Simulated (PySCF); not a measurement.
**Polarisability and C₆ of Si⁻ (silicon, charge -1)**

[Ne] 3s2 3p3, high-spin 4S determinant. Computed with PySCF 2.14 in aug-cc-pV(D+d)Z (5s4p3d, 32 functions), with the non-relativistic Hamiltonian (point nucleus). Coupled (time-dependent) response in atomic units; α is the mean over directions.

```json
{"method": "UHF", "mean α (bohr³)": "89.02", "C₆ (like pair)": "1148", "S(−4)": "3785"}
```

S(−4) is the Cauchy moment in α(ω) = α(0) + S(−4) ω² + …

α(iu) at UHF:

| u (hartree) | α(iu) (bohr³) |
| --- | --- |
| 0 | 89.02 |
| 0.0500 | 80.95 |
| 0.100 | 66.18 |
| 0.200 | 43.17 |
| 0.300 | 29.12 |
| 0.500 | 14.81 |
| 0.750 | 7.691 |
| 1.00 | 4.647 |
| 1.50 | 2.232 |
| 2.00 | 1.328 |
| 3.00 | 0.6526 |
| 5.00 | 0.2782 |

A single London oscillator, α(iu) = α/(1 + u²/ω²), gives C₆ = (3/4) ω α². Matching the computed C₆ needs ω = 4 × 1148 / (3 × 89.02²) = 0.193 hartree.

For an ion, C₆ is the dispersion term alone; charge-induced terms of lower order in 1/R come first.
